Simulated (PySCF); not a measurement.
**CaSe: script and output**

File input.py (PySCF 2.14):

```python
from pyscf import gto, dft, solvent

mol = gto.M(
    atom='Ca 0 0 0; Se 0 0 2.264',
    basis='sbkjc',
    ecp={'Ca': 'sbkjc', 'Se': 'sbkjc'},
    charge=0,
    spin=0,
    symmetry=True,
    verbose=3,
)
mf = dft.RKS(mol, xc='bhandhlyp')
mf = solvent.PCM(mf)
mf.with_solvent.eps = 78.36
mf.kernel()
mf.mulliken_pop()
mf.dip_moment()
print('orbital energies (hartree):', mf.mo_energy[..., max(0, mol.nelec[1]-3):mol.nelec[0]+3].round(4))
```

```bash
$ python input.py
```

It prints:

```
WARN: PCM is an experimental feature. It is still in testing.
Features and APIs may be changed in the future.

converged SCF energy = -9.96569362660051
 ** Mulliken pop  **
pop of  0 Ca 4s           0.45461
pop of  0 Ca 5s          -0.09758
pop of  0 Ca 4px          0.07270
pop of  0 Ca 4py          0.07270
pop of  0 Ca 4pz          0.06292
pop of  0 Ca 5px         -0.00572
pop of  0 Ca 5py         -0.00572
pop of  0 Ca 5pz          0.02833
pop of  1 Se 4s           1.74844
pop of  1 Se 5s           0.16485
pop of  1 Se 4px          1.22295
pop of  1 Se 4py          1.22295
pop of  1 Se 4pz          1.32049
pop of  1 Se 5px          0.71007
pop of  1 Se 5py          0.71007
pop of  1 Se 5pz          0.31795
 ** Mulliken atomic charges  **
charge of    0Ca =      1.41777
charge of    1Se =     -1.41777
Dipole moment(X, Y, Z, Debye):  0.00000,  0.00000, -19.03549
orbital energies (hartree): [-0.2453 -0.2372 -0.2372 -0.0376  0.0232  0.0232]
```

In short: E(SCF) = -9.965694 Eh, μz(SCF) = -19.04 D.

Wall time 1.3 s on one thread of a shared host.

Stability towards an unrestricted solution was not tested. The bond length is a typed value, not an optimised one.
